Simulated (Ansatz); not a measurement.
Relaxation of C3H8FGeN (14 atoms, charge 0, multiplicity 1), to a largest force component of 0.015 eV/Å in at most 40 steps.

Method: Ansatz 0.2.0, RKS PBE0-D4/def2-SVP.

```xyz
14
Properties=species:S:1:pos:R:3:forces:R:3
C 0.237 -1.857 0.675 -0.24 2.36 0.13
C 0.091 -0.813 -0.481 0.41 -0.58 1.34
N -0.811 0.309 -0.105 -0.66 -1.71 -0.13
Ge -2.679 -0.278 -0.546 0.05 3.78 1.50
C -1.564 -0.031 1.054 -1.45 3.14 -1.27
F -1.891 1.120 1.769 0.40 -1.46 -0.03
H 0.841 -2.674 0.357 0.75 -1.01 -0.15
H -0.785 -2.163 0.926 0.44 -1.05 -0.02
H 0.657 -1.318 1.594 -0.23 -0.95 -1.04
H -0.349 -1.325 -1.336 0.36 -0.27 -0.49
H 1.114 -0.489 -0.744 -0.23 0.40 -0.15
H -3.420 1.037 -1.052 0.39 -1.09 0.19
H -2.683 -1.540 -1.215 0.04 -1.78 -1.19
H -1.307 -0.912 1.598 -0.05 0.22 1.31
```

Where does it end, and by what steps?

It converged. After 21 steps the energy has fallen by 1.370 eV; H8 moved furthest, 1.25 Å.

```json
{"step": "0", "energy less start (eV)": "0.0000", "largest force component (eV/Å)": "3.779", "accepted": "yes"}
{"step": "1", "energy less start (eV)": "-0.8065", "largest force component (eV/Å)": "1.082", "accepted": "yes"}
{"step": "2", "energy less start (eV)": "-0.9988", "largest force component (eV/Å)": "0.764", "accepted": "yes"}
{"step": "3", "energy less start (eV)": "-1.1056", "largest force component (eV/Å)": "0.856", "accepted": "yes"}
{"step": "4", "energy less start (eV)": "-1.2001", "largest force component (eV/Å)": "0.545", "accepted": "yes"}
{"step": "5", "energy less start (eV)": "-1.2660", "largest force component (eV/Å)": "0.217", "accepted": "yes"}
{"step": "6", "energy less start (eV)": "-1.2971", "largest force component (eV/Å)": "0.208", "accepted": "yes"}
{"step": "7", "energy less start (eV)": "-1.2993", "largest force component (eV/Å)": "0.803", "accepted": "yes"}
{"step": "8", "energy less start (eV)": "-1.3110", "largest force component (eV/Å)": "0.251", "accepted": "yes"}
{"step": "9", "energy less start (eV)": "-1.3310", "largest force component (eV/Å)": "0.146", "accepted": "yes"}
{"step": "10", "energy less start (eV)": "-1.3351", "largest force component (eV/Å)": "0.087", "accepted": "yes"}
{"step": "11", "energy less start (eV)": "-1.3393", "largest force component (eV/Å)": "0.131", "accepted": "yes"}
{"step": "12", "energy less start (eV)": "-1.3429", "largest force component (eV/Å)": "0.213", "accepted": "yes"}
{"step": "13", "energy less start (eV)": "-1.3473", "largest force component (eV/Å)": "0.132", "accepted": "yes"}
{"step": "14", "energy less start (eV)": "-1.3574", "largest force component (eV/Å)": "0.156", "accepted": "yes"}
{"step": "15", "energy less start (eV)": "-1.3601", "largest force component (eV/Å)": "0.188", "accepted": "yes"}
{"step": "16", "energy less start (eV)": "-1.3641", "largest force component (eV/Å)": "0.140", "accepted": "yes"}
{"step": "17", "energy less start (eV)": "-1.3636", "largest force component (eV/Å)": "0.066", "accepted": "no"}
{"step": "18", "energy less start (eV)": "-1.3684", "largest force component (eV/Å)": "0.061", "accepted": "yes"}
{"step": "19", "energy less start (eV)": "-1.3695", "largest force component (eV/Å)": "0.023", "accepted": "yes"}
{"step": "20", "energy less start (eV)": "-1.3700", "largest force component (eV/Å)": "0.024", "accepted": "yes"}
{"step": "21", "energy less start (eV)": "-1.3701", "largest force component (eV/Å)": "0.010", "accepted": "yes"}
```

```xyz
14
Properties=species:S:1:pos:R:3
C 0.212 -2.146 0.368
C 0.252 -0.758 -0.254
N -0.992 -0.023 -0.192
Ge -2.814 -0.300 -0.383
C -1.621 0.406 0.984
F -1.522 1.739 1.271
H 1.190 -2.644 0.283
H -0.535 -2.782 -0.136
H -0.046 -2.105 1.438
H 0.546 -0.831 -1.313
H 1.030 -0.145 0.236
H -3.446 0.549 -1.485
H -3.340 -1.734 -0.244
H -1.464 -0.160 1.920
```

Whether the end is a true minimum wasn't checked by a vibrational analysis.

Run time: 74 s on 2 threads of Intel(R) Xeon(R) 6975P-C (Granite Rapids), with other jobs on the host, peak memory 0.46 GiB.
